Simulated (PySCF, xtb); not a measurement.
(E)-2-chlorobut-2-ene (C4H7Cl), SMILES C(=C(\Cl)C)/C.

Harmonic wavenumbers (cm⁻¹) from GFN2-xTB in xtb at its own minimum, in rising order: 78, 87, 222, 256, 331, 417, 422, 677, 828, 935, 1024, 1025, 1053, 1082, 1136, 1308, 1392, 1404, 1454, 1470, 1473, 1485, 1732, 3002, 3008, 3016, 3023, 3058, 3064, 3076.

What does PySCF 2.14.0 with B3LYP-D3(BJ)/def2-SVP give at its own minimum? (Estimate from the structure and the level; the computed values follow.)

135, 177, 232, 269, 350, 440, 449, 684, 851, 917, 1006, 1048, 1053, 1080, 1154, 1332, 1399, 1403, 1445, 1454, 1455, 1464, 1743, 3020, 3034, 3077, 3102, 3131, 3145, 3168. Paired by order, the mean absolute difference is 29 cm⁻¹ and the zero-point energies are 60.8 and 61.8 kcal/mol.
